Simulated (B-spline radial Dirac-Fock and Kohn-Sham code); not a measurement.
Subshell photoionisation cross sections of O⁺ against photon energy

System: the O⁺ ion, [He] 2s2 2p3.

Level of theory: the independent-particle Dirac-Slater model, thresholds from Dirac-Fock; a radial finite-basis atomic code. Values are in kb per electron; a dash marks an energy below the computed threshold. Values for outer subshells far above threshold carry numerical ripple of a few per cent.

| hν (eV) | 1s | 2s | 2p1/2 | 2p3/2 |
| --- | --- | --- | --- | --- |
| 69 | – | 473 | 1070 | 1060 |
| 71.9 | – | 460 | 982 | 981 |
| 100 | – | 336 | 452 | 451 |
| 367 | – | 30.5 | 8.92 | 8.87 |
| 1253.6 | 32.9 | 1.63 | 0.149 | 0.148 |
| 2860 | 3.18 | 0.176 | 0.00743 | 0.00733 |
| 5220 | 0.526 | 0.0308 | 0.000690 | 0.000678 |
| 12000 | 0.0396 | 0.00239 | 2.41e-05 | 2.35e-05 |
| 15000 | 0.0195 | 0.00118 | 9.73e-06 | 9.42e-06 |
| 15200 | 0.0187 | 0.00113 | 9.21e-06 | 8.92e-06 |
| 33600 | 0.00143 | 8.82e-05 | 3.52e-07 | 3.34e-07 |
| 40000 | 0.000805 | 4.99e-05 | 1.71e-07 | 1.61e-07 |
| 59318.2 | 0.000220 | 1.37e-05 | 3.41e-08 | 3.15e-08 |
| 72300 | 0.000114 | 7.12e-06 | 1.53e-08 | 1.40e-08 |
| 80000 | 8.18e-05 | 5.10e-06 | 1.02e-08 | 9.30e-09 |
| 150000 | 1.04e-05 | 6.48e-07 | 8.65e-10 | 7.56e-10 |

At 150000 eV the multipoles beyond E1 give 37.7 % of 1s, 37.8 % of 2s, 52.2 % of 2p1/2, 49.0 % of 2p3/2.
